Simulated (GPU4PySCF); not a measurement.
di-tert-butyl disulfide (C8H18S2), SMILES CC(C)(C)SSC(C)(C)C.

Geometry optimised at ωB97M-D3(BJ)/def2-TZVP. Other conformers were not sampled.

All values below come from SMD-ωB97X/def2-SVP (GPU4PySCF).

Solvation free energies are E(SMD) − E(gas) at the gas-phase geometry, for 1 M in both phases. In vacuum the dipole moment is 1.79 D.

```tsv
solvent	ΔG(solv) (kcal/mol)	its non-electrostatic (CDS) part	dipole (D)
water	0.5	4.4	2.56
benzene	-6.4	-4.7	2.08
cyclohexanone	-5.5	-2.0	2.48
1-octanol	-5.6	-2.2	2.42
```
